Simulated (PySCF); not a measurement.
C3H3N2, SMILES C1[N]C=NC=1 (connectivity only; charge and spin as stated), charge -1, multiplicity 1. Heavy atoms are numbered as in [CH:1]1=[CH:2][N:3]=[CH:4][N:5]1. Hydrogens are named by the atom that carries them.

The structure is a stationary point at B3LYP-D3(BJ)/def2-SVPD. The spin state was assumed, not searched. The isomer is the one that the SMILES or the coordinates give; other isomers of the formula were not compared.

All values below come from PySCF with PBE/pcSseg-1.

GIAO shieldings, no solvent; atoms alike by connectivity are averaged. δ = σ(ref) − σ: ¹³C against TMS (σ = 182.0 ppm); ¹⁵N against NH3 (σ = 267.0 ppm); ¹H against TMS (σ = 31.49 ppm), references at their B3LYP-D3(BJ)/def2-TZVP geometries, non-relativistic.

Computed chemical shifts:
| nucleus | atoms | count | δ (ppm) |
|---|---|---|---|
| ¹³C | C4 (CH) | 1 | 144.5 |
| ¹³C | C1 (CH) | 2 | 125.3 |
| ¹⁵N | N3 | 2 | 295.7 |
| ¹H | H on C4 | 1 | 7.16 |
| ¹H | H on C1 | 2 | 6.75 |
